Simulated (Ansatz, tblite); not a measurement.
Removing and adding an electron: the cluster HgF₂. The state is a singlet with charge 0. Geometry: B3LYP-D4/def2-TZVP. Ansatz, gas phase; energy differences of separate SCF runs; the oxidised species was run as a doublet alone; the reduced species was run as a doublet alone.

```xyz
3

Hg    0.000    0.000    0.000
F     1.442   -0.840   -0.980
F    -1.442    0.840    0.980
```

In the def2 sets Hg takes a core potential; there is no spin–orbit coupling. The xTB rows come from tblite. Correlated methods freeze 2 core orbitals; core or outer-core shells of Hg are correlated, in sets that lack core-valence functions. In CCSD on the charge 1 doublet the largest single amplitude is 0.23, so its Hartree–Fock determinant may place the open shell otherwise than the density functionals do. The structure comes from a short search, and lower isomers may exist.

```json
{"level": "GFN1-xTB", "−HOMO (eV)": "14.07", "vertical IE (eV)": "18.19", "−LUMO (eV)": "10.52", "vertical EA (eV)": "6.84", "HOMO–LUMO gap (eV)": "3.55", "IE − EA (eV)": "11.35", "remarks": "–"}
{"level": "GFN2-xTB", "−HOMO (eV)": "13.88", "vertical IE (eV)": "18.17", "−LUMO (eV)": "10.00", "vertical EA (eV)": "5.83", "HOMO–LUMO gap (eV)": "3.88", "IE − EA (eV)": "12.35", "remarks": "–"}
{"level": "HF/def2-TZVPP", "−HOMO (eV)": "–", "vertical IE (eV)": "11.65", "−LUMO (eV)": "–", "vertical EA (eV)": "–", "HOMO–LUMO gap (eV)": "–", "IE − EA (eV)": "–", "remarks": "–"}
{"level": "PBE-D4/def2-TZVP", "−HOMO (eV)": "8.32", "vertical IE (eV)": "12.28", "−LUMO (eV)": "3.61", "vertical EA (eV)": "–", "HOMO–LUMO gap (eV)": "4.71", "IE − EA (eV)": "–", "remarks": "–"}
{"level": "PBE-D4/def2-TZVPD", "−HOMO (eV)": "8.42", "vertical IE (eV)": "–", "−LUMO (eV)": "3.69", "vertical EA (eV)": "0.60", "HOMO–LUMO gap (eV)": "4.73", "IE − EA (eV)": "–", "remarks": "HOMO above zero (-1 doublet)"}
{"level": "r2SCAN-D4/def2-TZVP", "−HOMO (eV)": "8.75", "vertical IE (eV)": "12.48", "−LUMO (eV)": "3.41", "vertical EA (eV)": "–", "HOMO–LUMO gap (eV)": "5.34", "IE − EA (eV)": "–", "remarks": "–"}
{"level": "r2SCAN-D4/def2-TZVPD", "−HOMO (eV)": "8.80", "vertical IE (eV)": "–", "−LUMO (eV)": "3.44", "vertical EA (eV)": "0.51", "HOMO–LUMO gap (eV)": "5.36", "IE − EA (eV)": "–", "remarks": "HOMO above zero (-1 doublet)"}
{"level": "PBE0-D4/def2-TZVP", "−HOMO (eV)": "10.26", "vertical IE (eV)": "12.84", "−LUMO (eV)": "2.55", "vertical EA (eV)": "–", "HOMO–LUMO gap (eV)": "7.71", "IE − EA (eV)": "–", "remarks": "–"}
{"level": "PBE0-D4/def2-TZVPD", "−HOMO (eV)": "10.32", "vertical IE (eV)": "–", "−LUMO (eV)": "2.62", "vertical EA (eV)": "0.53", "HOMO–LUMO gap (eV)": "7.71", "IE − EA (eV)": "–", "remarks": "HOMO above zero (-1 doublet)"}
{"level": "MP2/def2-TZVPP", "−HOMO (eV)": "–", "vertical IE (eV)": "13.88", "−LUMO (eV)": "–", "vertical EA (eV)": "–", "HOMO–LUMO gap (eV)": "–", "IE − EA (eV)": "–", "remarks": "–"}
{"level": "CCSD/def2-TZVPP", "−HOMO (eV)": "–", "vertical IE (eV)": "13.29", "−LUMO (eV)": "–", "vertical EA (eV)": "–", "HOMO–LUMO gap (eV)": "–", "IE − EA (eV)": "–", "remarks": "–"}
{"level": "CCSD(T)/def2-TZVPP", "−HOMO (eV)": "–", "vertical IE (eV)": "13.31", "−LUMO (eV)": "–", "vertical EA (eV)": "–", "HOMO–LUMO gap (eV)": "–", "IE − EA (eV)": "–", "remarks": "–"}
```

   A HOMO above zero means that the electron is unbound at that level or that self-interaction error raises the level; the energy of removing that electron tells which. Raw xTB energy differences between charge states are shifted by several eV; the methods need an empirical correction for them.
